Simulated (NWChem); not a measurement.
System: HfI3 cation; SMILES [I][Hf+]([I])[I]

NWChem input:

```
start job
memory heap 200 mb stack 900 mb global 1100 mb
charge 1
geometry units angstroms noautoz
  Hf     0.000000     0.000000     0.000000
  I     -1.860156    -1.860156     0.000000
  I     -0.680864     2.541020     0.000000
  I      2.541020    -0.680864     0.000000
end
basis spherical
  Hf library def2-svp
  I library def2-svp
end
ecp
  I library def2-ecp
  Hf library def2-ecp
end
dft
  xc b3lyp
  iterations 150
  mulliken
end
task dft energy
```

Parts of the log:

```
             Northwest Computational Chemistry Package (NWChem) 7.3.0
             --------------------------------------------------------

 D3H symmetry detected

                             Geometry "geometry" -> ""
                             -------------------------

 Output coordinates in angstroms (scale by  1.889725989 to convert to a.u.)

  No.       Tag          Charge          X              Y              Z
 ---- ---------------- ---------- -------------- -------------- --------------
    1 Hf                  72.0000     0.00000000     0.00000000     0.00000000
    2 I                   53.0000    -1.86015580    -1.86015580     0.00000000
    3 I                   53.0000    -0.68086428     2.54102007     0.00000000
    4 I                   53.0000     2.54102007    -0.68086428     0.00000000

 Effective nuclear repulsion energy (a.u.)    3281.5534844158

      Symmetry information
      --------------------

 Group name             D3h
 Group number             27
 Group order              12
 No. of unique centers     2

                                 NWChem DFT Module
                                 -----------------

 Summary of "ao basis" -> "ao basis" (spherical)
 ------------------------------------------------------------------------------
       Tag                 Description            Shells   Functions and Types
 ---------------- ------------------------------  ------  ---------------------
 Hf                         def2-svp                12       32   6s3p2d1f
 I                          def2-svp                10       26   4s4p2d

      Symmetry analysis of basis
      --------------------------

        a1'        21
        a1"         2
        a2'         7
        a2"        10
        e'         48
        e"         22

  Rotation of axis

            General Information
            -------------------
          SCF calculation type: DFT
          Wavefunction type:  closed shell.
          No. of atoms     :     4
          No. of electrons :    86
           Alpha electrons :    43
            Beta electrons :    43
          Charge           :     1
          Spin multiplicity:     1
          Use of symmetry is: on ; symmetry adaption is: on
          Maximum number of iterations: 150
          AO basis - number of functions:   110
                     number of shells:    42
          Convergence on energy requested:  1.00D-06
          Convergence on density requested:  1.00D-05
          Convergence on gradient requested:  5.00D-04

              XC Information
              --------------
                         B3LYP Method XC Potential
                     Hartree-Fock (Exact) Exchange  0.200
                        Slater Exchange Functional  0.800 local
                    Becke 1988 Exchange Functional  0.720 non-local
              Lee-Yang-Parr Correlation Functional  0.810
                  VWN I RPA Correlation Functional  0.190 local

             Grid Information
             ----------------
          Grid used for XC integration:  medium
          Radial quadrature: Mura-Knowles
          Angular quadrature: Lebedev.
          Tag              B.-S. Rad. Rad. Pts. Rad. Cut. Ang. Pts.
          ---              ---------- --------- --------- ---------
          Hf                  1.55      123          10.0       590
          I                   1.40      123          12.0       590
          Grid pruning is: on
          Number of quadrature shells:   246
          Spatial weights used:  Erf1

      Superposition of Atomic Density Guess
      -------------------------------------

 Sum of atomic energies:       -1093.31959992

 Renormalizing density from      87.00 to     86

      Non-variational initial energy
      ------------------------------

 Total energy =    -934.657785
 1-e energy   =   -2399.366341
 2-e energy   =    1065.906858
 HOMO         =      -0.569805
 LUMO         =      -0.255322

      Symmetry analysis of molecular orbitals - initial
      -------------------------------------------------

  Numbering of irreducible representations:

     1 a1'         2 a1"         3 a2'         4 a2"         5 e'
     6 e"

  Orbital symmetries:

     1 a1'         2 e'          3 e'          4 a1'         5 e'
     6 e'          7 e'          8 e'          9 a2'        10 a2"
    11 e"         12 e"         13 a1'        14 e'         15 e'
    16 a1'        17 e'         18 e'         19 a2'        20 a2"
    21 e"         22 e"         23 a1'        24 e"         25 e"
    26 e'         27 e'         28 a1"        29 e'         30 e'
    31 a2"        32 a1'        33 e'         34 e'         35 a1'
    36 e'         37 e'         38 e'         39 e'         40 e"
    41 e"         42 a2"        43 a2'        44 a1'        45 e"
    46 e"         47 e'         48 e'         49 a2"        50 a1'
    51 e'         52 e'         53 a1'

     ---------------------------------------------
      Total Density - Mulliken Population Analysis
     ---------------------------------------------

    Atom       Charge   Shell Charges
 -----------   ------   -------------------------------------------------------
    1 Hf  12     9.57   0.03 -0.30  1.75  0.51  0.50  0.07  5.48  0.62  0.05  0.59  0.23  0.05
    2 I   25    25.48   1.83  0.23  1.32  0.58  2.90  3.17  3.03  2.41  9.86  0.15
    3 I   25    25.48   1.83  0.23  1.32  0.58  2.90  3.17  3.03  2.41  9.86  0.15
    4 I   25    25.48   1.83  0.23  1.32  0.58  2.90  3.17  3.03  2.41  9.86  0.15

   convergence    iter        energy       DeltaE   RMS-Dens  Diis-err
 ---------------- ----- ----------------- --------- --------- ---------
 d= 0,ls=0.0,diis     1   -940.9626723588 -1.34D+03  5.63D-02  1.90D+00
 d= 0,ls=0.0,diis     2   -932.3945406819  8.57D+00  4.82D-02  4.78D+01
 d= 0,ls=0.0,diis     3   -941.2940224990 -8.90D+00  3.04D-03  8.35D-02
 d= 0,ls=0.0,diis     4   -941.2979615177 -3.94D-03  9.27D-04  1.94D-02
 d= 0,ls=0.0,diis     5   -941.3009750498 -3.01D-03  3.00D-04  1.82D-03
  Resetting Diis
 d= 0,ls=0.0,diis     6   -941.3012384086 -2.63D-04  1.60D-04  2.69D-04
 d= 0,ls=0.0,diis     7   -941.3012867766 -4.84D-05  7.81D-05  5.53D-06
 d= 0,ls=0.0,diis     8   -941.3012783132  8.46D-06  5.87D-05  5.29D-05
 d= 0,ls=0.0,diis     9   -941.3012877969 -9.48D-06  2.95D-06  5.92D-08
 d= 0,ls=0.0,diis    10   -941.3012878062 -9.34D-09  5.23D-07  7.09D-10

         Total DFT energy =     -941.301287806238
      One electron energy =    -2414.024265255518
           Coulomb energy =     1146.650695805250
    Exchange-Corr. energy =      -72.729416180851
 Nuclear repulsion energy =      398.801697824882

 Numeric. integr. density =       86.000000445128

                  Occupations of the irreducible representations
                  ----------------------------------------------

                     irrep           alpha         beta
                     --------     --------     --------
                     a1'               7.0          7.0
                     a1"               1.0          1.0
                     a2'               3.0          3.0
                     a2"               4.0          4.0
                     e'               20.0         20.0
                     e"                8.0          8.0

                       DFT Final Molecular Orbital Analysis
                       ------------------------------------

 Vector   41  Occ=2.000000D+00  E=-4.671614D-01  Symmetry=e'
              MO Center= -5.5D-01, -4.6D-01,  2.9D-14, r^2= 7.7D+00
   Bfn.  Coefficient  Atom+Function         Bfn.  Coefficient  Atom+Function
  ----- ------------  ---------------      ----- ------------  ---------------
    44     -0.316519  2 I  py                43      0.301959  2 I  px
    95     -0.252324  4 I  px                70      0.251034  3 I  py
    98     -0.234648  4 I  px                73      0.231083  3 I  py
    47     -0.229721  2 I  py                46      0.215381  2 I  px
    69      0.176425  3 I  px                96     -0.141458  4 I  py

 Vector   42  Occ=2.000000D+00  E=-4.623854D-01  Symmetry=a2"
              MO Center= -3.5D-13,  5.6D-13, -2.7D-15, r^2= 8.4D+00
   Bfn.  Coefficient  Atom+Function         Bfn.  Coefficient  Atom+Function
  ----- ------------  ---------------      ----- ------------  ---------------
    45      0.352348  2 I  pz                71      0.352348  3 I  pz
    97      0.352348  4 I  pz                48      0.284021  2 I  pz
    74      0.284021  3 I  pz               100      0.284021  4 I  pz
    42     -0.140692  2 I  pz                68     -0.140692  3 I  pz
    94     -0.140692  4 I  pz                 9     -0.125699  1 Hf pz

 Vector   43  Occ=2.000000D+00  E=-4.446862D-01  Symmetry=a2'
              MO Center= -2.1D-14,  8.2D-14,  1.8D-18, r^2= 8.7D+00
   Bfn.  Coefficient  Atom+Function         Bfn.  Coefficient  Atom+Function
  ----- ------------  ---------------      ----- ------------  ---------------
    69      0.362824  3 I  px                96     -0.362824  4 I  py
    72      0.293909  3 I  px                99     -0.293909  4 I  py
    43     -0.265605  2 I  px                44      0.265605  2 I  py
    46     -0.215156  2 I  px                47      0.215156  2 I  py
    66     -0.143832  3 I  px                93      0.143832  4 I  py

 Vector   44  Occ=0.000000D+00  E=-3.322301D-01  Symmetry=a1'
              MO Center= -1.3D-14, -1.2D-14,  1.5D-15, r^2= 2.4D+00
   Bfn.  Coefficient  Atom+Function         Bfn.  Coefficient  Atom+Function
  ----- ------------  ---------------      ----- ------------  ---------------
    18      0.763207  1 Hf d  0               5      0.428661  1 Hf s
     3     -0.282058  1 Hf s                  6      0.195952  1 Hf s
    23      0.173767  1 Hf d  0               2      0.163353  1 Hf s
     4     -0.108036  1 Hf s                  1     -0.070866  1 Hf s
    35     -0.070569  2 I  s                 61     -0.070569  3 I  s

 Vector   45  Occ=0.000000D+00  E=-2.958755D-01  Symmetry=e"
              MO Center=  1.1D-01, -2.9D-01, -2.9D-16, r^2= 3.6D+00
   Bfn.  Coefficient  Atom+Function         Bfn.  Coefficient  Atom+Function
  ----- ------------  ---------------      ----- ------------  ---------------
    19      0.821550  1 Hf d  1             100      0.282373  4 I  pz
    48     -0.265316  2 I  pz                97      0.219906  4 I  pz
    24      0.207369  1 Hf d  1              45     -0.206623  2 I  pz
    17     -0.173313  1 Hf d -1              94     -0.089176  4 I  pz
    42      0.083789  2 I  pz                91     -0.071398  4 I  pz

 Vector   46  Occ=0.000000D+00  E=-2.958755D-01  Symmetry=e"
              MO Center= -1.1D-01,  2.9D-01, -4.7D-13, r^2= 3.6D+00
   Bfn.  Coefficient  Atom+Function         Bfn.  Coefficient  Atom+Function
  ----- ------------  ---------------      ----- ------------  ---------------
    17      0.821550  1 Hf d -1              74     -0.316208  3 I  pz
    71     -0.246256  3 I  pz                22      0.207369  1 Hf d -1
    19      0.173313  1 Hf d  1              48      0.172876  2 I  pz
   100      0.143333  4 I  pz                45      0.134632  2 I  pz
    97      0.111624  4 I  pz                68      0.099861  3 I  pz

     ---------------------------------------------
      Total Density - Mulliken Population Analysis
     ---------------------------------------------

    Atom       Charge   Shell Charges
 -----------   ------   -------------------------------------------------------
    1 Hf  12    11.17   0.03 -0.30  1.82  0.45  0.59 -0.03  5.55  0.60  0.12  1.79  0.48  0.07
    2 I   25    24.94   1.83  0.22  1.38  0.53  2.93  3.12  2.66  2.25  9.79  0.24
    3 I   25    24.94   1.83  0.22  1.38  0.53  2.93  3.12  2.66  2.25  9.79  0.24
    4 I   25    24.94   1.83  0.22  1.38  0.53  2.93  3.12  2.66  2.25  9.79  0.24

     -------------------------------------------
      Total Density - Lowdin Population Analysis
     -------------------------------------------

    Atom       Charge   Shell Charges
 -----------   ------   -------------------------------------------------------
    1 Hf  12    12.33   0.00  0.03  1.10  0.79  0.41  0.20  4.93  1.28  0.55  1.62  1.27  0.15
    2 I   25    24.56   1.25  0.74  1.03  0.70  2.77  3.19  2.49  2.37  9.48  0.55
    3 I   25    24.56   1.25  0.74  1.03  0.70  2.77  3.19  2.49  2.37  9.48  0.55
    4 I   25    24.56   1.25  0.74  1.03  0.70  2.77  3.19  2.49  2.37  9.48  0.55

     Multipole analysis of the density
     ---------------------------------

     L   x y z        total         alpha         beta         nuclear
     -   - - -        -----         -----         ----         -------
     0   0 0 0      1.000000    -43.000000    -43.000000     87.000000

     1   1 0 0      0.000000      0.000000      0.000000      0.000000
     1   0 1 0     -0.000000     -0.000000     -0.000000      0.000000
     1   0 0 1      0.000000      0.000000      0.000000      0.000000

     2   2 0 0    -65.654262   -496.196775   -496.196775    926.739289
     2   1 1 0      0.000000      0.000000      0.000000     -0.000000
     2   1 0 1     -0.000000     -0.000000     -0.000000      0.000000
     2   0 2 0    -65.654262   -496.196775   -496.196775    926.739289
     2   0 1 1     -0.000000     -0.000000     -0.000000      0.000000
     2   0 0 2    -70.144199    -35.072099    -35.072099      0.000000
```

Level: B3LYP/def2-SVP with def2 effective core potentials on I, Hf. Structure relaxed at the PBE0/def2-SVP level. No frequency run checked for a minimum. The spin multiplicity was typed, not searched, and may not be the lowest. def2 effective core potentials on I, Hf; no spin-orbit coupling.
